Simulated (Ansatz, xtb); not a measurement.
Relative energy of two isomers of C3H7BF2Si

Structure I is `C=C(C[SiH3])B(F)F`, a singlet and structure II is `FB(F)[C@@H]1CC[SiH2]1`, a singlet. Both are isolated molecules in the gas phase, relaxed with B3LYP-D3(BJ)/def2-SVP; the shapes shown needn't be the lowest conformers.

I (Å):

```
atom    x (Å)    y (Å)    z (Å)
   C   1.6486  -1.8625   0.3198
   C   0.9193  -0.8849  -0.2527
   C  -0.0307  -0.0080   0.5241
   B   1.0967  -0.6302  -1.7775
   F   1.9587  -1.3167  -2.5139
   F   0.3741   0.2859  -2.4082
  Si   0.7681   1.6574   0.9796
   H   1.5680  -2.0991   1.3870
   H   2.3515  -2.4609  -0.2660
   H  -0.3549  -0.4942   1.4593
   H  -0.9366   0.2120  -0.0647
   H   1.8805   1.4254   1.9462
   H   1.3248   2.3029  -0.2442
   H  -0.2399   2.5671   1.5997
```

II (Å):

```xyz
14

C     0.1779   -0.0140   -0.5022
C    -0.0227   -1.5586   -0.6542
C     1.1519   -2.1322    0.2001
B    -1.0347    0.9031   -0.2568
F    -2.1896    0.4311    0.2061
F    -0.9778    2.2198   -0.4334
Si    1.2455   -0.4389    1.0465
H     0.8594    0.3999   -1.2629
H    -0.0267   -1.8960   -1.7035
H    -0.9906   -1.8498   -0.2175
H     2.0464   -2.3205   -0.4154
H     0.9315   -3.0408    0.7781
H     0.4871   -0.3394    2.3272
H     2.5566    0.2553    1.2034
```

Q: Which of the two would you expect CCSD(T)/def2-SVP + ΔMP2/def2-TZVPP electronic energies to favour?

A: Structure II; the calculation gives E(II) − E(I) = −0.247 eV.

Level by level:

```tsv
level	geometry	E(II) − E(I) (eV)	departure from the last row (eV)	job, with rough time for the two
GFN2-xTB	GFN2-xTB	−0.295	−0.049	optimisation, 0.2 s
HF/STO-3G	GFN2-xTB	−1.007	−0.760	single point, 0.28 s
r2SCAN-D4/def2-SVP	GFN2-xTB	−0.266	−0.019	single point, 2.9 s
B3LYP-D3(BJ)/def2-SVP	B3LYP-D3(BJ)/def2-SVP	−0.152	+0.094	optimisation, 46 s
HF/def2-SVP	B3LYP-D3(BJ)/def2-SVP	−0.049	+0.197	part of the CCSD(T) run
MP2/def2-SVP	B3LYP-D3(BJ)/def2-SVP	−0.263	−0.016	part of the CCSD(T) run
CCSD(T)/def2-SVP	B3LYP-D3(BJ)/def2-SVP	−0.151	+0.096	single point
CCSD(T)/def2-SVP + ΔMP2/def2-TZVPP	B3LYP-D3(BJ)/def2-SVP	−0.247		single point, 46 s
```

As drawn, II has 1 C–C, 1 C–Si, 1 C–H in place of 1 C=C, 1 Si–H. Structure I has no ring, II a 4-membered ring.

The levels shown agree on the order. The largest departure from CCSD(T)/def2-SVP + ΔMP2/def2-TZVPP is that of HF/STO-3G, 0.760 eV. The last row adds to CCSD(T) the change of the MP2 difference between the two basis sets, here −0.096 eV.

With thermal terms from frequencies at re-optimised GFN2-xTB minima (ideal gas, soft modes damped towards free rotors, one conformer each, 298.15 K, 1 atm): on the last row, ΔE + ΔZPE = −0.118, ΔH = −0.146, ΔG = −0.086 eV.

The correlated steps freeze 11 core orbitals. Mirror images aren't counted in ΔG. Programs: Ansatz 0.2.0, xtb 6.7.1; the last row on 4 threads of Arm Neoverse V2 on a shared host.
